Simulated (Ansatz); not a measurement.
Ge₇S₆. Total charge 0; singlet. Geometry r2SCAN-D4/def2-SVP.

```tsv
atom	x (Å)	y (Å)	z (Å)
Ge1	-0.7177	3.0736	0.4046
Ge2	2.2614	0.8004	0.2985
Ge3	-1.9933	1.4388	-1.3900
Ge4	-1.1577	-1.0199	2.1311
Ge5	-0.9458	-0.8833	-1.5523
Ge6	-0.4620	1.9141	2.6810
Ge7	1.4675	-2.8487	-1.1427
S8	0.4034	1.7357	-1.1891
S9	-0.7797	-2.3507	0.1519
S10	-2.2208	1.0380	1.1364
S11	0.2741	-1.8116	-3.0515
S12	0.9671	0.0502	2.2097
S13	2.9036	-1.1366	-0.6875
```

The 6-31G sets use Cartesian d functions. B3LYP takes the VWN-RPA correlation. The structure comes from a short search, and lower isomers may exist.

**Question.** Estimate the orbital energies around the gap (eV) in Ansatz with HF/STO-3G, HF/6-31G, r2SCAN-D4/def2-SVP, B3LYP-D4/6-31G, PBE0-D4/def2-SVP.

**Answer.** 
```json
{"orbital": "HOMO−5", "HF/STO-3G": "-6.74", "HF/6-31G": "-10.43", "r2SCAN-D4/def2-SVP": "-7.16", "B3LYP-D4/6-31G": "-7.86", "PBE0-D4/def2-SVP": "-7.87"}
{"orbital": "HOMO−4", "HF/STO-3G": "-6.36", "HF/6-31G": "-10.15", "r2SCAN-D4/def2-SVP": "-6.67", "B3LYP-D4/6-31G": "-7.40", "PBE0-D4/def2-SVP": "-7.39"}
{"orbital": "HOMO−3", "HF/STO-3G": "-5.72", "HF/6-31G": "-9.60", "r2SCAN-D4/def2-SVP": "-6.36", "B3LYP-D4/6-31G": "-7.03", "PBE0-D4/def2-SVP": "-7.01"}
{"orbital": "HOMO−2", "HF/STO-3G": "-5.42", "HF/6-31G": "-9.19", "r2SCAN-D4/def2-SVP": "-6.25", "B3LYP-D4/6-31G": "-6.97", "PBE0-D4/def2-SVP": "-6.93"}
{"orbital": "HOMO−1", "HF/STO-3G": "-4.75", "HF/6-31G": "-8.51", "r2SCAN-D4/def2-SVP": "-5.80", "B3LYP-D4/6-31G": "-6.44", "PBE0-D4/def2-SVP": "-6.39"}
{"orbital": "HOMO", "HF/STO-3G": "-4.34", "HF/6-31G": "-8.06", "r2SCAN-D4/def2-SVP": "-5.47", "B3LYP-D4/6-31G": "-6.07", "PBE0-D4/def2-SVP": "-6.01"}
{"orbital": "LUMO", "HF/STO-3G": "3.33", "HF/6-31G": "-0.65", "r2SCAN-D4/def2-SVP": "-3.57", "B3LYP-D4/6-31G": "-3.27", "PBE0-D4/def2-SVP": "-2.96"}
{"orbital": "LUMO+1", "HF/STO-3G": "4.16", "HF/6-31G": "-0.49", "r2SCAN-D4/def2-SVP": "-3.34", "B3LYP-D4/6-31G": "-3.19", "PBE0-D4/def2-SVP": "-2.73"}
{"orbital": "LUMO+2", "HF/STO-3G": "4.57", "HF/6-31G": "-0.36", "r2SCAN-D4/def2-SVP": "-3.20", "B3LYP-D4/6-31G": "-3.06", "PBE0-D4/def2-SVP": "-2.58"}
{"orbital": "LUMO+3", "HF/STO-3G": "4.95", "HF/6-31G": "0.04", "r2SCAN-D4/def2-SVP": "-3.00", "B3LYP-D4/6-31G": "-2.75", "PBE0-D4/def2-SVP": "-2.38"}
{"orbital": "LUMO+4", "HF/STO-3G": "5.72", "HF/6-31G": "0.48", "r2SCAN-D4/def2-SVP": "-2.44", "B3LYP-D4/6-31G": "-2.31", "PBE0-D4/def2-SVP": "-1.82"}
{"orbital": "LUMO+5", "HF/STO-3G": "6.32", "HF/6-31G": "0.71", "r2SCAN-D4/def2-SVP": "-2.39", "B3LYP-D4/6-31G": "-2.13", "PBE0-D4/def2-SVP": "-1.76"}
```
